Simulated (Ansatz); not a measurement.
Born–Oppenheimer molecular dynamics of C2H4BCl (8 atoms, charge 0, multiplicity 1). It starts from a relaxed structure.

These are results of Ansatz, RKS PBE/def2-SVP, not measurements.

```
ensemble                      : NVE (Milne-controlled integrator)
time step                     : 0.5 fs
steps asked                   : 150
starting velocities drawn for : 500 K
seed                          : 263519
```

First frame:

```xyz
8
Properties=species:S:1:pos:R:3
Cl -2.514 0.817 -0.415
B -0.884 0.287 -0.146
C 0.573 0.633 0.164
C 0.123 -0.859 -0.049
H 1.218 1.084 -0.611
H 0.872 0.932 1.185
H 0.478 -1.371 -0.961
H 0.133 -1.523 0.834
```

Task: How far do the bonds stretch over the last three quarters of this one trajectory? (Pairs bonded in most of those frames.)

Result: 
```
  bond  mean (Å)  spread (Å)  shortest  longest
Cl1–B2     1.738       0.011      1.71     1.75
 B2–C3     1.524       0.034      1.47     1.58
 B2–C4     1.541       0.022      1.50     1.57
 C3–C4     1.576       0.013      1.55     1.59
 C3–H5     1.107       0.008      1.09     1.12
 C3–H6     1.108       0.010      1.09     1.12
 C4–H7     1.109       0.044      1.04     1.17
 C4–H8     1.112       0.034      1.06     1.16
```

Mean temperature of the second half: 251 K. The conserved energy stayed within 0.031 meV per atom of its start (net change -0.0051 meV per atom), so the integration is sound. The temperature averaged 0.50 of the 500 K drawn at the start: a run that starts near a minimum puts about half its kinetic energy into the potential. A run of 0.075 ps of so small a system gives no equilibrium averages.

The run took 3.2 min on 1 CPU thread of a shared host.
